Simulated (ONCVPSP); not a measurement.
**Hg, ONCV: configuration errors across variants**

```
Element                 : Hg
Generator               : ONCVPSP 4.0.1
Type                    : optimised norm-conserving Vanderbilt (ONCV)
Functional              : PBEsol
Relativity              : scalar-relativistic
Frozen core             : [Kr] 4d10 4f14
Valence charge          : 20
Reference configuration : 5s2 5p6 5d10 6s1.5 (charge +0.5)
Partial waves           : 5s+6s: rc 1.45 bohr, ncon 4, nbas 9, qcut 10.6 1/bohr, 2 projectors; 5p: rc 1.75 bohr, ncon 4, nbas 8, qcut 7.1 1/bohr, 1 projector; 5d: rc 2.25 bohr, ncon 4, nbas 9, qcut 7.2 1/bohr, 2 projectors, debl 3 Ha
Local potential         : polynomial inside 1.25 bohr (lpopt 5, dvloc0 0 Ha)
Core correction         : none
```

All-electron excitation energies from the reference (eV): (1) 5s2 5p6 5d10 6s2 -4.383; (2) 5s2 5p6 5d10 6s1 6.358; (3) 5s2 5p6 5d10 6s0 25.363; (4) 5s2 5p6 5d9 6s0 60.918.

Errors AE − PS in meV (a dash: test not solved or not reliable):

```json
{"change": "base", "(1)": "+1.6", "(2)": "-2.0", "(3)": "-7.6", "(4)": "-13", "bound ghosts": "none", "GHOST(+) flags above zero": "s"}
{"change": "p: rc 1.28", "(1)": "+1.6", "(2)": "-2.0", "(3)": "-7.7", "(4)": "-14", "bound ghosts": "none", "GHOST(+) flags above zero": "s"}
{"change": "p: rc 1.44", "(1)": "+1.6", "(2)": "-2.0", "(3)": "-7.7", "(4)": "-14", "bound ghosts": "none", "GHOST(+) flags above zero": "s"}
{"change": "p: rc 1.66", "(1)": "+1.6", "(2)": "-1.9", "(3)": "-7.6", "(4)": "-13", "bound ghosts": "none", "GHOST(+) flags above zero": "s"}
{"change": "p: rc 1.92", "(1)": "+1.7", "(2)": "-2.0", "(3)": "-7.6", "(4)": "-13", "bound ghosts": "none", "GHOST(+) flags above zero": "s"}
{"change": "p: rc 2.12", "(1)": "+1.6", "(2)": "-2.0", "(3)": "-7.6", "(4)": "-14", "bound ghosts": "none", "GHOST(+) flags above zero": "s"}
{"change": "p: rc 2.54", "(1)": "+1.6", "(2)": "-2.0", "(3)": "-8.0", "(4)": "-16", "bound ghosts": "none", "GHOST(+) flags above zero": "s"}
```

**Question.** Give the same row for: p: rc 2.36.

**Answer.** +1.7, -2.0, -7.7, -14; bound ghosts: none; GHOST(+) flags above zero: s.
